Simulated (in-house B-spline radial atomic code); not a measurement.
Relativistic effects in the manganese ion Mn²²⁺, [He] 2s1: non-relativistic Hartree-Fock (point nucleus) against Dirac-Hartree-Fock (Fermi nucleus of rms radius 3.7057 fm), both averages of the configuration, computed with a B-spline radial code for spherical atoms.

```tsv
orbital	ε NR (Eh)	ε Dirac (Eh)	<r> NR (bohr)	<r> Dirac (bohr)	change of <r> (%)
1s1/2	-292.31	?	0.06096	?	?
2s1/2	-68.425	-69.111	0.2527	0.2498	-1.1
```

Problem. What happens to 1s1/2?

Solution. Its energy goes to -294.7 hartree and <r> to 0.0603 bohr (-1.09 %).

Problem. What explains the pattern of contraction and expansion?

Solution. The s and p1/2 orbitals contract directly, as their density near the nucleus moves at relativistic speed. Nothing expands appreciably in this ion.

Problem. By how much does the total energy change?

Solution. By -5.7792 hartree, from -677.911 to -683.690.
